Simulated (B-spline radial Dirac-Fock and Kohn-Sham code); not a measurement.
Subshell cross sections of Sc³⁺, photon energy 877 eV

System: scandium as Sc³⁺ in the configuration 1s2 2s2 2p6 3s2 3p6.

Input file task.json (cfg lists n, l and occupation; rrms is the nuclear radius in fm):

```json
{"items": [{
  "Z": 21,
  "q": 3,
  "cfg": [[1, 0, 2], [2, 0, 2], [2, 1, 6], [3, 0, 2], [3, 1, 6]],
  "A": 45,
  "rrms": 3.5459,
  "do": ["binding", "quiet", "photo"],
  "hv": [28.2, 45.5, 80.5, 96.4, 155.0, 360.0, 623.0, 829.0, 877.0, 1030.0, 1040.0, 1130.0, 4920.0, 8440.0, 13200.0, 16900.0, 17000.0, 21000.0, 39300.0, 52900.0, 108000.0, 124000.0, 136000.0, 141000.0]
}]}
```

Command: `python xray_run.py task.json out`

Model: a relativistic central-field model (Hartree-Slater potential of the initial state, Latter tail, multipole expansion of the photon field, Dirac-Fock thresholds). Program: an atomic code on a B-spline grid. The asymmetry parameter β is from the dipole term alone. Kinetic energies are from the vacuum level.

| subshell | electrons | binding (eV) | kinetic (eV) | σ (kb) | β |
| --- | --- | --- | --- | --- | --- |
| 2s | 2 | 547.8 | 329.2 | 108 | 2.00 |
| 2p1/2 | 2 | 452.2 | 424.8 | 132 | 1.47 |
| 2p3/2 | 4 | 447.8 | 429.2 | 259 | 1.48 |
| 3s | 2 | 100.5 | 776.5 | 16.7 | 2.00 |
| 3p1/2 | 2 | 72.85 | 804.2 | 12.8 | 1.50 |
| 3p3/2 | 4 | 72.31 | 804.7 | 25.1 | 1.51 |

Branching ratios of the spin-orbit partners (statistical value in brackets): 2p 1.96 (2.00), 3p 1.96 (2.00).

Run: 2.2 s of CPU time on 1 thread of Neoverse-V1 (shared host), peak memory 0.34 GiB.

Values without a named source are computed, but for edge energies of neutral atoms, which are taken from tables.
